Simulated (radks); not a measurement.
The numbers below are computed, except where a source is named.
Task: The mean radii <r> (bohr) of the occupied orbitals of an atom or ion are listed with their occupations. Level of theory: Dirac Kohn-Sham, PBE, spin-unpolarised, spherical densities, finite nucleus; Fermi nuclear charge, rms radius of each element as measured or else 0.836 A^(1/3) + 0.57 fm (a radial shooting solver on a logarithmic mesh with Libxc functionals).

orbital  occ.      <r>
1s1/2       2  0.04841
2s1/2       2   0.2041
2p1/2       2   0.1737

Name the element and its charge. Open shells, if any, fill j = l - 1/2 first.

Result: Z = 31, gallium, charge +25: Ga25+ in [He] 2s2 2p2. The 1s radius gives Z: for a bare nucleus <r> = (2 gamma + 1)/(2Z) with gamma = sqrt(1 - (Z/c)^2), 0.04755 bohr for Z = 31, and screening makes it slightly larger (0.04841 here). The occupations add up to 6, and the charge is Z minus that.
